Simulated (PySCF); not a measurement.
A structure optimised at PBE-D3(BJ)/def2-SVP, used in a PySCF frequency run:

```xyz
6

O      0.0000     1.0939    -0.6863
C      0.0000     0.0000     0.0999
O      0.0000     0.0000     1.3150
O      0.0000    -1.0939    -0.6863
H      0.0000     1.8524    -0.0689
H      0.0000    -1.8524    -0.0689
```
Charge 0, spin multiplicity 1.

Task: Write its SMILES, formula and point group.

Result: O=C(O)O, CH2O3, C2v

Task: What are its rotational constants (standard atomic weights)?

Result: 11.789, 11.179, 5.7379 GHz
